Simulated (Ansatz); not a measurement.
The lowest singlet and triplet of GaH (SMILES [GaH]); geometries from B3LYP-D3(BJ)/def2-TZVP, each state relaxed from the structure named, with no frequency check.
Singlet (charge 0, multiplicity 1):
```xyz
2

Ga     0.00000     0.00000    -0.05278
H      0.00000     0.00000     1.63629
```
Triplet (charge 0, multiplicity 3):
| atom | x (Å) | y (Å) | z (Å) |
|---|---|---|---|
| Ga | 0.0000 | 0.0000 | -0.0508 |
| H | 0.0000 | 0.0000 | 1.5741 |

A positive gap puts the triplet lower; no zero-point energy. R- takes a restricted singlet. U- takes an unrestricted singlet (broken symmetry where lower, unprojected). The triplet is unrestricted in single-reference levels.

Frozen-core correlation. Filled d and f shells under p-block atoms count as core.

Codes used: Ansatz (a quantum-chemistry and plane-wave program) with Gaussian orbitals. 

Q: Estimate the gap E(singlet) − E(triplet), adiabatic that R-HF/cc-pVQZ returns for this input.

A: -134 kJ/mol

Q: Estimate the gap E(singlet) − E(triplet), adiabatic that U-MP2/cc-pVQZ returns for this input.

A: -184 kJ/mol

Q: Estimate the gap E(singlet) − E(triplet), adiabatic that U-SCS-MP2/cc-pVQZ returns for this input.

A: -200 kJ/mol
